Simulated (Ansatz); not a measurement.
Geometry optimisation, RKS r2SCANh-D4/def2-SVP in Ansatz 0.2.0.

input.yaml

```yaml
crystal:
  periodic: [false, false, false]
  atoms:
    - { symbol: "N", position_ang: [-0.2166, 1.2539, 1.5335] }
    - { symbol: B, position_ang: [-0.5775, -0.1074, 1.0185] }
    - { symbol: O, position_ang: [-1.0157, -0.3185, -0.3834] }
    - { symbol: Si, position_ang: [0.5245, -0.7377, -1.2239] }
    - { symbol: Cl, position_ang: [1.76413, 0.97904, -1.01726] }
    - { symbol: H, position_ang: [0.5297, 1.6814, 0.9508] }
    - { symbol: H, position_ang: [-1.0706, 1.894, 1.3095] }
    - { symbol: H, position_ang: [-0.5398, -0.9917, 1.7739] }
    - { symbol: H, position_ang: [1.09914, -1.8914, -0.59566] }
    - { symbol: H, position_ang: [0.2163, -0.94751, -2.63928] }
basis:
  gaussian: { orbitals: def2-SVP }
hamiltonian:
  xc: r2scanh
  dispersion: d4
relax:
  f_tol: 0.015
  max_steps: 40
```

Run as:

```bash
$ ansatz run input.yaml --threads 2 --pin off --max-ram 3072MiB --backend cpu --events-out ev --progress --plain --runs-dir out
```

Problem. Where does it end, and by what steps?

Solution. It converged. The force dipped under the threshold on the way, but the program's further checks kept it going. After 20 steps the energy has fallen by 2.131 eV; H6 moved furthest, 2.16 Å.

| step | energy less start (eV) | largest force component (eV/Å) | accepted |
| --- | --- | --- | --- |
| 0 | 0.0000 | 3.837 | yes |
| 1 | -0.6037 | 2.335 | yes |
| 2 | -0.8150 | 1.204 | yes |
| 3 | -0.9178 | 0.582 | yes |
| 4 | -1.0033 | 0.450 | yes |
| 5 | -1.0918 | 1.139 | yes |
| 6 | -1.2357 | 1.625 | yes |
| 7 | -1.4316 | 1.936 | yes |
| 8 | -1.6865 | 1.392 | yes |
| 9 | -1.8763 | 0.892 | yes |
| 10 | -1.9901 | 0.557 | yes |
| 11 | -2.0345 | 0.232 | yes |
| 12 | -2.0464 | 0.430 | yes |
| 13 | -2.0647 | 0.252 | yes |
| 14 | -2.0989 | 0.253 | yes |
| 15 | -2.1103 | 0.489 | yes |
| 16 | -2.1180 | 0.287 | yes |
| 17 | -2.1283 | 0.079 | yes |
| 18 | -2.1308 | 0.029 | yes |
| 19 | -2.1313 | 0.011 | yes |
| 20 | -2.1314 | 0.015 | yes |

```xyz
10
Properties=species:S:1:pos:R:3
N -0.821 1.355 1.594
B -0.167 0.286 0.983
O -0.183 0.190 -0.394
Si 0.590 -0.842 -1.421
Cl 2.463 -0.099 -1.880
H -0.852 1.482 2.594
H -1.294 2.073 1.061
H 0.396 -0.549 1.658
H 0.776 -2.174 -0.795
H -0.194 -0.908 -2.673
```

Time of the run: 98 s on 2 threads of Arm Neoverse V1 (shared host), peak memory 0.24 GiB.
